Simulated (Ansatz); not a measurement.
Z-matrix (Å, degrees):
```
Si
F 1 1.587
N 1 1.693 2 110.1
F 1 1.588 2 104.4 3 120.5
H 1 1.469 2 110.4 3 -122.7
Si 3 1.735 1 128.6 2 -134.9
H 3 1.012 1 115.8 2 47.7
H 6 1.486 3 110.9 1 122.8
H 6 1.483 3 106.8 1 3.0
H 6 1.486 3 111.3 1 -116.8
```

Charge 0, multiplicity 1.

Question: List the B3LYP/def2-TZVPP orbital energies in eV (Ansatz). (An estimate is asked.)

Answer: Ansatz gave: Occupied: -1800.88, -1799.54, -671.63, -671.58, -389.60, -145.18, -144.03, -100.55, -100.52, -100.48, -99.37, -99.34, -99.33, -32.90, -32.36, -23.72, -15.86, -15.27, -13.77, -13.64, -12.96, -12.50, -12.00, -11.60, -11.26, -10.27, -10.16, -9.78, -8.09. Lowest empty: -0.22, 0.74, 0.91, 1.02, 1.40, 1.82, 1.90, 2.71.

B3LYP here is the variant with VWN-RPA as its local correlation; programs differ in this.
